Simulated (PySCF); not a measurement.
Magnetisability: `C=C[C@@H](C)[O][AlH][O]C`, C5H11AlO2

Geometry (Å), atoms numbered from 1 in this order:
```xyz
19

C     2.2676    0.2541   -0.8836
C     2.2785   -0.0506    0.3987
C     1.0491   -0.1942    1.2606
C     1.1163    0.8025    2.4239
O    -0.1251   -0.0074    0.5415
Al   -1.3909    0.4714   -0.3942
O    -2.3234   -0.4234   -1.4182
C    -3.1358   -1.1569   -2.2869
H     1.3361    0.4157   -1.4103
H     3.1710    0.3499   -1.4607
H     3.2054   -0.2166    0.9302
H     1.0450   -1.2162    1.6757
H     0.2205    0.7093    3.0332
H     1.9906    0.6108    3.0406
H     1.1653    1.8146    2.0294
H    -1.8130    1.9022   -0.2686
H    -4.0639   -1.4372   -1.7822
H    -3.3806   -0.5537   -3.1648
H    -2.6225   -2.0650   -2.6125
```

Theory: GIAO KT3/pcSseg-1 magnetisability, rotational g tensor and spin-rotation constants, non-relativistic, gas phase (PySCF 2.14.0). Geometry: GFN2-xTB.

Question: How diamagnetic is it, and how anisotropic?

Answer: Isotropic -1307 × 10⁻³⁰ J/T², or -78.7 × 10⁻⁶ cm³/mol; principal values -1506, -1250, -1165 × 10⁻³⁰ J/T², anisotropy 307 × 10⁻³⁰ J/T² (root of half the summed squared differences of the principal values). The susceptibility is in cgs units.

Question: Split it along the inertial axes a, b, c into diamagnetic and paramagnetic parts about the centre of mass, with the quadrupole moment.

Answer: 
```tsv
axis	χ (10⁻⁶ cm³/mol)	diamagnetic (10⁻⁶ cm³/mol)	paramagnetic (10⁻⁶ cm³/mol)	summed x² of all electrons (Å²)	quadrupole Θ (D Å)
a	-81.4	-503.4	421.9	366.5	+7.26
b	-73.5	-1692.7	1619.2	86.1	-0.84
c	-81.1	-1920.3	1839.1	32.5	-6.41
```
Anisotropies 2χaa − χbb − χcc = -8.2 and 2χbb − χaa − χcc = +15.6 × 10⁻⁶ cm³/mol. Θ is traceless in Buckingham's convention.

Question: And the rotational g tensor?

Answer: 
```csv
axis,rotational constant (GHz),g,nuclear part,electronic part
a,3.2906,-0.0263,0.6259,-0.6523
b,0.7798,-0.0074,0.5858,-0.5932
c,0.6811,-0.0030,0.5855,-0.5885
```
Asymmetric top; isotopes 27Al, 12C, 1H, 16O; no vibrational averaging.
